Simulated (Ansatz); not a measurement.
`[CH2][Si](F)(F)Cl`• → C• + Cl• + 2 F• + 2 H• + Si•  (atomization)

Isolated molecules relaxed with PBE0-D4/def2-TZVP in Ansatz; ΔE leaves out vibrations. CCSD(T)/CBS adds triple-zeta CCSD(T) − MP2 to the extrapolated MP2 energy (def2 sets, frozen cores). This one scheme is used for every species, atoms too. For atomizations the MP2-based limit and the directly extrapolated one differ by several kJ/mol either way, and by 10 to 25 for some Ge, Se and Sn compounds, so smaller differences from it don't rank the levels. Functionals use def2-TZVPP. No spin–orbit coupling; open shells (•) take unrestricted orbitals. Spin–orbit coupling would lower the free atoms: a little for C, Cl, F, Si.

```csv
level,ΔE (kJ/mol)
BHLYP,2649.0
CAM-B3LYP,2757.3
LC-ωPBE,2766.5
HF/def2-TZVPP,2109.6
```

What does CCSD(T)/CBS give? (Best estimate.)

Computed: +2775.1 kJ/mol. The listed levels differ from it by -126.1, -17.8, -8.6, -665.5 kJ/mol.

Largest T1 diagnostic among the species: 0.012.

Leaving LDA and LC-ωPBE aside and taking each functional with its dispersion term where it has one, the values, not all of them listed here, spread over 137.7 kJ/mol, from BHLYP-D4 to PBE-D4. LDA lies +361.0 kJ/mol from PBE without D4, its usual overbinding. The D4 term adds +27.1 kJ/mol with B3LYP and +14.0 kJ/mol with PBE0; it sums over pairs of atoms, weighted by their polarisabilities, and B3LYP, whose exchange is more repulsive, gets the larger term. In def2-TZVPP, CCSD(T) changes the Hartree–Fock value by +581.4 kJ/mol (the triples alone add +39.6 kJ/mol) and MP2 by +678.7 kJ/mol; breaking electron pairs costs correlation energy, which Hartree–Fock lacks.

B3LYP here is the variant with VWN-RPA as its local correlation; programs differ in this.
